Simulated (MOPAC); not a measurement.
Input file for MOPAC: PM6 on SiS, a point of a bond scan (R = 2.907 Å).

```
PM6 1SCF PRECISE CHARGE=0 THREADS=1
SSi

Si    -0.00000000 1    -0.00000000 1    -1.03360590 1
S      0.00000000 1     0.00000000 1     1.87341069 1
```

It printed:

```
*******************************************************************************
 **                                                                           **
 **                              MOPAC v23.2.5                                **
 **                                                                           **
 *******************************************************************************
 ** MOPAC's Digital Object Identifier: https://doi.org/10.5281/zenodo.6511958 **
 **                                                                           **
 ** Please cite the open-source release paper for use of this MOPAC version:  **
 ** J. E. Moussa and J. J. P. Stewart (2026)                                  **
 ** MOPAC: An open-source semiempirical molecular orbital program             **
 ** J. Open Source Softw., 11(119), 8025, https://doi.org/10.21105/joss.08025 **
 *******************************************************************************

                              PM6 CALCULATION RESULTS

 *******************************************************************************
 *  PM6        - The PM6 Hamiltonian to be used
 *
 *
 *
 *                 CHARGE ON SYSTEM = 0
 *
 *
 *
 *  PRECISE    - TIGHTER CRITERIA TO BE USED
 *  1SCF       - DO 1 SCF AND THEN STOP
 *  THREADS=1  - MULTI-THREADING NOT USED
 *  T=         - A TIME OF 172800.0 SECONDS REQUESTED
 *  DUMP=N     - RESTART FILE WRITTEN EVERY 7200.0 SECONDS REQUESTED
 *******************************************************************************
PM6 1SCF PRECISE CHARGE=0 THREADS=1
 SSi

   ATOM   CHEMICAL          X               Y               Z
  NUMBER   SYMBOL      (ANGSTROMS)     (ANGSTROMS)     (ANGSTROMS)

     1      Si         -0.00000000  *  -0.00000000  *  -1.03360590  *
     2       S          0.00000000  *   0.00000000  *   1.87341069  *



          CARTESIAN COORDINATES

    NO.       ATOM           X           Y           Z

     1        Si         -0.0000     -0.0000     -1.0336
     2         S          0.0000      0.0000      1.8734

 General Reference for PM6:
 "Optimization of Parameters for Semiempirical Methods V: Modification of NDDO Approximations
 and Application to 70 Elements", J. J. P. Stewart, J. Mol. Mod., 13, 1173-1213 (2007)
 URL: https://link.springer.com/article/10.1007/s00894-007-0233-4

           Empirical Formula: Si S  =     2 atoms



      MOLECULAR POINT GROUP   :   C*v


      RHF CALCULATION, NO. OF DOUBLY OCCUPIED LEVELS = 5


 -------------------------------------------------------------------------------
 PM6 1SCF PRECISE CHARGE=0 THREADS=1
 SSi



     1SCF WAS SPECIFIED, SO BFGS WAS NOT USED
     SCF FIELD WAS ACHIEVED


                              PM6 CALCULATION
                                                       MOPAC v23.2.5 Linux




          FINAL HEAT OF FORMATION =        145.10548 KCAL/MOL =     607.12132 KJ/MOL


          COSMO AREA              =        108.19 SQUARE ANGSTROMS
          COSMO VOLUME            =         96.38 CUBIC ANGSTROMS

          IONIZATION POTENTIAL    =          7.817020 EV
          HOMO LUMO ENERGIES (EV) =         -7.817 -2.888
          NO. OF FILLED LEVELS    =          5
          MOLECULAR WEIGHT        =         60.1455         POINT GROUP:  C*v

          MOLECULAR DIMENSIONS (Angstroms)

            Atom       Atom       Distance
            S     2   Si     1     2.90702
            S     2   Si     1     0.00000
           Si     1    S     2     0.00000


          SCF CALCULATIONS        =          1





   ATOM   CHEMICAL          X               Y               Z
  NUMBER   SYMBOL      (ANGSTROMS)     (ANGSTROMS)     (ANGSTROMS)

     1      Si         -0.00000000  *  -0.00000000  *  -1.03360590  *
     2       S          0.00000000  *   0.00000000  *   1.87341069  *

                             CARTESIAN COORDINATES

   1   Si       -0.000000000    -0.000000000    -1.033605900
   2    S        0.000000000     0.000000000     1.873410690


           Empirical Formula: Si S  =     2 atoms



      MOLECULAR POINT GROUP   :   C*v


                  EIGENVALUES
 -25.26009 -13.87140  -8.20019  -7.81702  -7.81702  -2.88777  -2.88777  -1.63503
   0.93944   0.93944   1.15231   1.15231   1.37434   2.67857   2.71151   2.71151
   2.89209   2.89209


              NET ATOMIC CHARGES AND DIPOLE CONTRIBUTIONS

  ATOM NO.   TYPE          CHARGE      No. of ELECS.   s-Pop       p-Pop       d-Pop
    1         Si           0.623041        3.3770     1.96946     1.39018     0.01732
    2          S          -0.623041        6.6230     1.99370     4.59471     0.03464
 DIPOLE           X         Y         Z       TOTAL
 POINT-CHG.     0.000     0.000    -8.700     8.700
 HYBRID         0.000     0.000     1.191     1.191
 SUM            0.000     0.000    -7.508     7.508


          ATOMIC ORBITAL ELECTRON POPULATIONS

     Atom    s        px        py        pz      x^2-y^2     xz        z^2       yz        xy
    1 Si   1.96946   0.23453   0.23453   0.92112   0.00000   0.00334   0.01065   0.00334   0.00000
    2  S   1.99370   1.75160   1.75160   1.09152   0.00000   0.01054   0.01356   0.01054   0.00000

 **********************
 *                    *
 * JOB ENDED NORMALLY *
 *                    *
 **********************




 == MOPAC DONE ==
```

The run finished.

Cost: around 0.03 core-seconds (rough).
